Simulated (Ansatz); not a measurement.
Ansatz results at the PBE0-D4/def2-TZVP geometry: HOMO–LUMO gap (PBE0/def2-TZVPP) 6.43 eV; HOMO energy (PBE/def2-TZVPP) -5.71 eV; size of the dipole moment (ωB97M-V/def2-TZVPP) 0.65 D.

Each molecule was computed in one conformer, which needn't be the lowest.

**Question.** Which molecule gave them?
A. `S[SiH](S)Cl`
B. `[SiH3]CC1[SiH2][SiH2]1`
C. `BrC[SiH2]Br`
D. `C=C([SiH3])[SiH2][SiH3]`

**Answer.** B. The others give `S[SiH](S)Cl`: 7.54, -6.67, 1.14; `C=C([SiH3])[SiH2][SiH3]`: 6.73, -6.70, 0.93; `BrC[SiH2]Br`: 7.37, -6.83, 0.56.
